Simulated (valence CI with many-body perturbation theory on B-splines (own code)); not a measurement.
**Forbidden lines of Zr¹⁸⁺**

Level of theory: relativistic CI+MBPT: four valence electrons over a frozen Dirac-Fock core [Ar], radial functions for each j: 9 s, 9 p, 10 d, 8 f, 5 g, 3 h, 1 i, with the one-electron correlation potential Σ1 (screened to all orders), the two-electron term Σ2, the three-electron term Σ3, Breit, model QED; selected single and double excitations, second order for the rest (own B-spline code, finite nucleus).

No measured spectrum was set against this ion. As an estimate, terms of the open shell hold to 2 to 4 % of their energy, and close levels can change places. Core correlation moves these levels by up to 9100 cm⁻¹, and in measured spectra 5 to 20 % of such shifts remained as error; rates that hang on mixing are uncertain with them. Only levels of the ground parity were solved; by the run's estimate the other parity begins above the list, which can be wrong where configurations are misplaced.

Lines 1 to 50 of 120 in falling wavelength, among levels below 45.117 eV, chosen from the decays that carry over 1 % of a level's rate. Wavelengths and rates use the calculated energies, so an error of 2000 cm⁻¹ moves a line at 898.7 nm by 18 % and its rate by three times that or more. S is in atomic units (e²a₀⁴ for E2 and M2, e²a₀⁶ for E3), for M1 in squared Bohr magnetons. Weak lines are less certain than strong ones. Lines between different terms over intervals too small for the method are left out, as are lines whose strength nearly cancels.

Names give the largest LS component (configuration and term), which can be under half, so a name can repeat, a term be missing and a line seem to break the LS rules; names also repeat where a configuration has a term twice. Letters in brackets count levels of one name in rising energy.

```tsv
λ vac (nm)	Upper	Lower	Type	A (s⁻¹)	S (a.u.)
1662	3d4 3H_6	3d4 3H_5	M1	3.50e+00	7.73e+00
1550	3d4 5D_1	3d4 5D_0	M1	1.29e+01	5.36e+00
1462	3d4 5D_4	3d4 5D_3	M1	8.23e+00	8.58e+00
1348	3d4 5D_3	3d4 5D_2	M1	1.81e+01	1.15e+01
1319	3d4 5D_2	3d4 5D_1	M1	2.31e+01	9.83e+00
898.7	3d4 3F_4 [a]	3d4 3G_3	M1	2.03e+01	4.91e+00
898.1	3d4 3G_5	3d4 3G_4	M1	1.18e+01	3.49e+00
830.9	3d4 3H_5	3d4 3H_4	M1	3.43e+01	8.03e+00
773.5	3d4 3G_3	3d4 3H_4	M1	1.66e+01	2.00e+00
665.1	3d4 3D_3	3d4 3P_2 [a]	M1	1.38e+01	1.05e+00
516.7	3d4 3G_4	3d4 3G_3	M1	1.59e+01	7.30e-01
516.5	3d4 3G_5	3d4 3F_4 [a]	M1	7.17e+01	4.03e+00
511.6	3d4 3P_1 [a]	3d4 3P_0 [a]	M1	1.26e+02	1.88e+00
510.3	3d4 3P_2 [a]	3d4 3P_1 [a]	M1	9.93e+01	2.45e+00
505.5	3d4 3F_3 [a]	3d4 3F_2 [a]	M1	9.68e+01	3.25e+00
498.8	3d4 3D_2	3d4 3P_2 [a]	M1	2.32e+01	5.34e-01
493.9	3d4 3G_4	3d4 3H_5	M1	2.71e+01	1.09e+00
439.1	3d4 3F_3 [a]	3d4 3G_3	M1	9.74e+01	2.14e+00
415.7	3d4 3F_4 [a]	3d4 3H_4	M1	1.95e+02	4.66e+00
408.2	3d4 1G_4 [a]	3d4 3G_5	M1	6.60e+01	1.50e+00
402.3	3d4 3D_1	3d4 3P_2 [a]	M1	7.78e+01	5.63e-01
394.2	3d4 3G_5	3d4 3H_6	M1	6.77e+01	1.69e+00
390.8	3d4 3F_4 [b]	3d4 1F_3	M1	3.17e+01	6.31e-01
375.2	3d4 1D_2 [a]	3d4 3D_1	M1	7.48e+01	7.32e-01
333.2	3d4 3P_2 [b]	3d4 1D_2 [a]	M1	7.24e+01	4.97e-01
329.2	3d4 3D_3	3d4 3F_2 [a]	M1	2.05e+01	1.90e-01
326.2	3d4 3F_2 [b]	3d4 1F_3	M1	1.04e+02	6.67e-01
318.7	3d4 3G_5	3d4 3H_5	M1	1.03e+02	1.35e+00
317.8	3d4 1D_2 [a]	3d4 3D_2	M1	5.18e+01	3.09e-01
310.4	3d4 1G_4 [a]	3d4 3F_3 [a]	M1	2.17e+02	2.17e+00
309.8	3d4 3G_4	3d4 3H_4	M1	2.04e+01	2.02e-01
299.7	3d4 3D_3	3d4 3G_3	M1	5.18e+01	3.62e-01
282.6	3d4 3D_2	3d4 3F_2 [a]	M1	8.72e+01	3.65e-01
280.7	3d4 1G_4 [a]	3d4 3G_4	M1	1.11e+02	8.19e-01
274.1	3d4 1D_2 [a]	3d4 3D_3	M1	2.23e+02	8.50e-01
274.0	3d4 1I_6	3d4 3H_6	M1	1.77e+02	1.76e+00
260.6	3d4 3D_2	3d4 3G_3	M1	2.17e+01	7.13e-02
252.2	3d4 3D_2	3d4 3P_1 [a]	M1	5.49e+01	1.63e-01
248.8	3d4 3D_1	3d4 3F_2 [a]	M1	9.46e+01	1.62e-01
245.8	3d4 3F_2 [b]	3d4 1D_2 [a]	M1	7.52e+01	2.07e-01
243.8	3d4 3H_4	3d4 5D_4	M1	1.40e+02	6.78e-01
241.0	3d4 1F_3	3d4 3D_2	M1	5.80e+01	2.11e-01
235.2	3d4 1I_6	3d4 3H_5	M1	1.89e+02	1.18e+00
229.0	3d4 3F_3 [b]	3d4 1D_2 [a]	M1	1.16e+02	3.60e-01
228.0	3d4 1G_4 [a]	3d4 3F_4 [a]	M1	4.97e+02	1.96e+00
225.0	3d4 3D_1	3d4 3P_1 [a]	M1	2.31e+02	2.92e-01
215.1	3d4 1F_3	3d4 3D_3	M1	2.92e+02	7.54e-01
212.5	3d4 1D_2 [a]	3d4 3F_3 [a]	M1	2.31e+01	4.10e-02
209.0	3d4 3H_4	3d4 5D_3	M1	3.45e+01	1.05e-01
198.2	3d4 3F_4 [b]	3d4 1G_4 [a]	M1	5.11e+01	1.33e-01
```
